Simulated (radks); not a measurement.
Coulomb parameter of the 4f shell of the neodymium ion Nd2+ in the model configuration [Xe] 4f3 6s1, as a second difference U = [E(n + 1) + E(n - 1) - 2 E(n)] / (1)^2 with all orbitals relaxed. "Bare": the charge of the atom changes with n. "Screened": the 6s shell takes up the change at fixed total charge, which measures U(4f,4f) + U(6s,6s) - 2 U(4f,6s). Calculated with a radial shooting solver on a logarithmic mesh with Libxc functionals: Dirac Kohn-Sham, PBE, spin-unpolarised, spherical densities, finite nucleus; open shells are shared between the two j in proportion to 2j + 1; Fermi nuclear charge, rms radius 4.9123 fm.

| case | configuration | E - E(n) (eV) |
|---|---|---|
| start | [Xe] 4f3 6s1 | 0.000 |
| bare +1 | [Xe] 4f4 6s1 | -14.820 |
| bare -1 | [Xe] 4f2 6s1 | 31.397 |
| screened +1 | [Xe] 4f4 | -4.035 |
| screened -1 | [Xe] 4f2 6s2 | 11.003 |

U(bare) = 16.577 eV, U(screened by 6s) = 6.968 eV.
